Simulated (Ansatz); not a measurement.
(Cl)2Hf(OSiH2)2O (HfSi2Cl2O3H4). Total charge 0; triplet. Geometry B3LYP-D4/def2-SVP, that of the neutral singlet; atoms count from 1.

```xyz
12

Hf   -1.5558   -1.0905    0.3281
Cl   -2.3023   -1.6136    2.5189
Cl   -2.8553   -2.0018   -1.4356
O     0.3142   -1.5482    0.1110
Si    1.7298   -0.6911   -0.1740
O     1.3063    0.9156   -0.2753
Si   -0.0601    1.8615   -0.1773
O    -1.3483    0.8234    0.1102
H     2.3169   -1.1314   -1.4613
H     2.6581   -0.8885    0.9641
H    -0.2737    2.5596   -1.4668
H     0.0702    2.8049    0.9580
```

In the def2 sets Hf takes a core potential; there is no spin–orbit coupling. At PBE0-D4/def2-TZVP a singlet of charge 0 lies 6.43 eV below the triplet at the same geometry.

Problem. Estimate the Mulliken populations from the PBE0/def2-TZVP orbitals of Ansatz.

Solution. 
| atom | charge (e) | spin (α − β) | d electrons |
| --- | --- | --- | --- |
| Hf1 | 1.03 | 0.85 | 2.13 |
| Cl2 | -0.21 | 0.44 | – |
| Cl3 | -0.21 | 0.44 | – |
| O4 | -0.53 | 0.05 | – |
| Si5 | 0.46 | 0.02 | – |
| O6 | -0.39 | 0.02 | – |
| Si7 | 0.46 | 0.02 | – |
| O8 | -0.53 | 0.05 | – |
| H9 | -0.02 | 0.02 | – |
| H10 | -0.02 | 0.02 | – |
| H11 | -0.02 | 0.02 | – |
| H12 | -0.02 | 0.02 | – |
Mulliken values and Mayer orders depend strongly on the basis.

Problem. Where does the spin sit?

Solution. Summed by element: Hf 0.85, Cl 0.88, O 0.13, Si 0.05, H 0.09, of 2 unpaired in all. Largest on single atoms: Hf1 0.85, Cl3 0.44, Cl2 0.44.

Problem. And the Mayer bond orders between bonded heavy atoms (over 0.3)?

Solution. Hf1–Cl2 0.75 (2.37 Å); Hf1–Cl3 0.75 (2.37 Å); Hf1–O4 0.96 (1.94 Å); Hf1–O8 0.96 (1.94 Å); O4–Si5 1.18 (1.68 Å); Si5–O6 1.14 (1.66 Å); O6–Si7 1.14 (1.66 Å); Si7–O8 1.18 (1.68 Å).
